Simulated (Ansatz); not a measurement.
`[O]=[W](=[O])([OH])[Cl]`, relaxed with RKS PBE-D4/def2-SVP in Ansatz 0.2.0 from a rough embedded geometry. The force threshold is 0.03 eV/Å; the program also tests the step.

Charge 0, multiplicity 1. W: def2 effective core potential.

Start:

```xyz
6

O     0.821   -0.210   -1.888
W     0.248   -0.300   -0.149
O    -0.808   -1.823   -0.218
O    -0.266    1.313    0.287
Cl    1.228   -0.274    1.854
H    -1.224    1.293    0.113
```

```json
{"step": "1", "energy (eV)": "-20490.5674", "largest force (eV/Å)": "9.495", "largest move (Å)": "0.000"}
{"step": "2", "energy (eV)": "-20492.3399", "largest force (eV/Å)": "1.414", "largest move (Å)": "0.197"}
{"step": "3", "energy (eV)": "-20492.8527", "largest force (eV/Å)": "0.703", "largest move (Å)": "0.199"}
{"step": "4", "energy (eV)": "-20493.0083", "largest force (eV/Å)": "0.859", "largest move (Å)": "0.195"}
{"step": "5", "energy (eV)": "-20493.0352", "largest force (eV/Å)": "0.402", "largest move (Å)": "0.026"}
{"step": "6", "energy (eV)": "-20493.0439", "largest force (eV/Å)": "0.130", "largest move (Å)": "0.032"}
{"step": "7", "energy (eV)": "-20493.0452", "largest force (eV/Å)": "0.036", "largest move (Å)": "0.014"}
{"step": "8", "energy (eV)": "-20493.0459", "largest force (eV/Å)": "0.029", "largest move (Å)": "0.021"}
```

End:

```xyz
6

O     1.176   -0.339   -1.556
W     0.267   -0.292   -0.096
O    -0.876   -1.576   -0.170
O    -0.643    1.363   -0.023
Cl    1.669   -0.640    1.685
H    -1.593    1.484    0.161
```

Run time 8 s (4 threads of an Arm Neoverse V2 on a shared host); peak host memory 0.15 GiB.
